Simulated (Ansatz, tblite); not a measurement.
Removing and adding an electron: the cluster InO3H3 (the lowest singlet isomer of a short search). The state is a singlet with charge 0. Geometry: PBE0-D4/def2-SVP. Ansatz, gas phase; energy differences of separate SCF runs; the oxidised species was run as a doublet alone; the reduced species was run as a doublet alone.

```xyz
7

In   -0.079    0.067   -0.216
O    -1.833   -0.871   -0.222
O     1.232    0.015    1.292
O     0.434    1.134   -1.807
H     1.302    1.534   -1.678
H    -1.984   -1.358    0.597
H     0.929   -0.520    2.034
```

In the def2 sets In takes a core potential; there is no spin–orbit coupling. The xTB rows come from tblite. The structure comes from a short search, and lower isomers may exist.

**Question.** Estimate orbital energies and vertical ionisation energies and electron affinities at: GFN1-xTB; GFN2-xTB; PBE-D4/def2-TZVPD; r2SCAN-D4/def2-TZVPD; PBE0-D4/def2-TZVP; PBE0-D4/def2-TZVPD.

**Answer.** 
| level | −HOMO (eV) | vertical IE (eV) | −LUMO (eV) | vertical EA (eV) | HOMO–LUMO gap (eV) | IE − EA (eV) | remarks |
| --- | --- | --- | --- | --- | --- | --- | --- |
| GFN1-xTB | 12.77 | 16.13 | 7.80 | 4.89 | 4.96 | 11.24 | – |
| GFN2-xTB | 12.78 | 16.11 | 9.37 | 5.88 | 3.41 | 10.23 | – |
| PBE-D4/def2-TZVPD | 7.07 | – | 3.11 | 0.79 | 3.96 | – | HOMO above zero (-1 doublet) |
| r2SCAN-D4/def2-TZVPD | 7.40 | – | 2.82 | 0.65 | 4.58 | – | HOMO above zero (-1 doublet) |
| PBE0-D4/def2-TZVP | 8.64 | 10.80 | 2.05 | – | 6.60 | – | – |
| PBE0-D4/def2-TZVPD | 8.74 | – | 2.22 | 0.66 | 6.52 | – | HOMO above zero (-1 doublet) |

Relaxing the oxidised species (PBE0-D4/def2-SVP) changes its energy by -0.71 eV at PBE0-D4/def2-TZVP, so the adiabatic ionisation energy to this nearest minimum is 10.09 eV.  Run but left out: PBE-D4/def2-TZVP, r2SCAN-D4/def2-TZVP (charge +1 doublet: an occupied level 0.16 to 0.17 eV above an empty one).   A HOMO above zero means that the electron is unbound at that level or that self-interaction error raises the level; the energy of removing that electron tells which. Raw xTB energy differences between charge states are shifted by several eV; the methods need an empirical correction for them.
